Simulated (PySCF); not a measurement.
**Static response to an electric field**

Compound: CH7NOSi2.
Geometry (GFN2-xTB, Å), atoms numbered from 1 in this order:
```
atom  x, y, z in Å
O1     0.6484    1.5395   -0.5853
C2     1.5571    0.7637   -0.3763
N3     1.4013   -0.4799    0.0735
Si4   -0.2174   -1.1385    0.4206
Si5   -1.6797    0.5715   -0.0946
H6     2.6053    1.0636   -0.5575
H7     2.2388   -1.0234    0.2048
H8    -0.1912   -2.3719   -0.3817
H9    -0.0422   -1.5855    1.8115
H10   -1.5755    1.7330    0.7835
H11   -1.7178    0.9149   -1.5132
H12   -3.0260    0.0122    0.1889
```

Level: wB97X-D/def2-SVPD (PySCF), static field, nuclei fixed, core orbitals frozen in the response. The polarisability tensor in these axes (au):

```
x   87.23 -4.27 -0.07
y   -4.27 83.36 -6.96
z   -0.07 -6.96 65.40
```

Diagonalise the tensor; give its mean and Δα, where Δα² is half the sum of the squared differences of the eigenvalues.

Principal values 62.93, 82.44 and 90.61 au; mean 78.66 au = 11.66 Å³ = 12.97 × 10⁻⁴⁰ C²·m²/J; Δα = 24.64 au (31 % of the mean).

What is the dipole moment, and where does it point?

(2.65, -2.21, 0.59) D, 3.50 D in size, pointing from the negative to the positive side. Measured along this direction, the outermost atoms are H12 and H10 at the negative end and H7 at the positive end.

Sum over states: ᾱ = Σ f/ω², ω in Eh. What share falls to these 8 lowest TDDFT singlets (eV, f)? 5.80, 0.0020; 6.80, 0.0039; 6.90, 0.0017; 7.08, 0.0027; 7.35, 0.1672; 7.52, 0.0012; 7.63, 0.0016; 7.74, 0.0027.

They add up to 2.54 au, 3.2 % of the 78.66 au; the largest single term is 2.29 au, from the state at 7.35 eV. Terms in order: 0.04, 0.06, 0.03, 0.04, 2.29, 0.02, 0.02, 0.03 au. Higher excitations give the rest. The strengths listed sum to 0.183.

What are the principal values of the traceless quadrupole moment, Θ = ½Σq(3rr − r²1), about the centre of nuclear charge?

-6.09, -1.83, 7.92 D·Å. The values depend on the origin, since the dipole doesn't vanish. The electronic extent ⟨r²⟩ about the same centre is 716 bohr², a root-mean-square distance of 1.89 Å for the 56 electrons.

What would n − 1 = 2πNα be for an ideal gas of these molecules at 500 K and 1 atm, electronic part alone?

N = p/kT = 1.4678 × 10¹⁹ cm⁻³, so n − 1 = 2π × N × 11.66 × 10⁻²⁴ cm³ = 1075 × 10⁻⁶ at long wavelengths, for an ideal gas.

Give the principal axes and the span of the nuclei along them.

Largest value along (0.77, -0.61, 0.17), where the nuclei span 4.70 Å; middle along (0.63, 0.72, -0.29), 4.54 Å; least along (0.06, 0.33, 0.94), 2.44 Å. The response follows the extents in order.

Estimate the molar refractivity from the static electronic polarisability.

Lorentz–Lorenz: R = (4π/3)N_A α = 2.5225 cm³/(mol·Å³) × 11.66 Å³ = 29.4 cm³/mol, in the limit of long wavelengths.

One conformer (not necessarily the lowest) at the GFN2-xTB geometry, without solvent, vibrations or thermal averaging.

Note: wB97X-D ran without an empirical dispersion term, which enters the total energy and its gradient alone.
